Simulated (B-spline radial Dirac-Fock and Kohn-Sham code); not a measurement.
## What relativity does to the binding energies of Tl⁶⁰⁺

System: the Tl⁶⁰⁺ ion, configuration 1s2 2s2 2p6 3s2 3p6 3d3.

Both columns are ΔSCF binding energies of the configuration average from a B-spline atomic structure program: non-relativistic Hartree-Fock with a point nucleus, and Dirac-Fock with a finite nucleus and the Coulomb interaction alone, averaged over the two j levels with weights 2j+1.

```tsv
shell	Hartree-Fock (eV)	Dirac-Fock (eV)	shift (eV)	shift (%)
1s	81840.9	90428.3	+8587.37	+10.49
2s	17311.8	19709.1	+2397.25	+13.85
2p	16831.9	17692.4	+860.45	+5.11
3s	6811.9	7517.9	+705.96	+10.36
3p	6600.6	6905.9	+305.28	+4.63
3d	6297.0	6332.7	+35.65	+0.57
```

Relativity binds 1s, 2s, 2p, 3s, 3p, 3d more strongly, among those listed most of all 2s in relative terms.

Values without a named source are computed, but for edge energies of neutral atoms, which are taken from tables.
